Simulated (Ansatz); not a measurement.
One change: `[OH][GaH][NH][InH2]` becomes `[NH2][GaH][OH]`.

Ansatz, PBE0-D4/def2-TZVP geometries, multiplicity 1. Each molecule was computed in one conformer, which needn't be the lowest.

Elements past krypton have def2 core potentials. Scalar relativity is left out up to krypton.

```
                             property  `[OH][GaH][NH][InH2]`
HOMO–LUMO gap (B3LYP/def2-TZVPP) / eV                   5.49
HOMO energy (ωB97M-V/def2-TZVPP) / eV                  -9.66
 HOMO–LUMO gap (PBE0/def2-TZVPP) / eV                   5.99
    HOMO energy (PBE/def2-TZVPP) / eV                  -6.11
   HOMO energy (PBE0/def2-TZVPP) / eV                  -7.36
  LUMO energy (B3LYP/def2-TZVPP) / eV                  -1.64
```

Problem. Give the same properties after the change, and the shifts. (Best estimate.)

Solution. Ansatz gave: 
| property | `[NH2][GaH][OH]` | shift |
| --- | --- | --- |
| HOMO–LUMO gap (B3LYP/def2-TZVPP) / eV | 6.78 | 1.29 |
| HOMO energy (ωB97M-V/def2-TZVPP) / eV | -9.80 | -0.14 |
| HOMO–LUMO gap (PBE0/def2-TZVPP) / eV | 7.31 | 1.32 |
| HOMO energy (PBE/def2-TZVPP) / eV | -5.97 | 0.14 |
| HOMO energy (PBE0/def2-TZVPP) / eV | -7.40 | -0.04 |
| LUMO energy (B3LYP/def2-TZVPP) / eV | -0.37 | 1.27 |

The zero-point energy changes by -6.1 kJ/mol with -6 modes.

B3LYP here is the variant with VWN-RPA as its local correlation; programs differ in this.
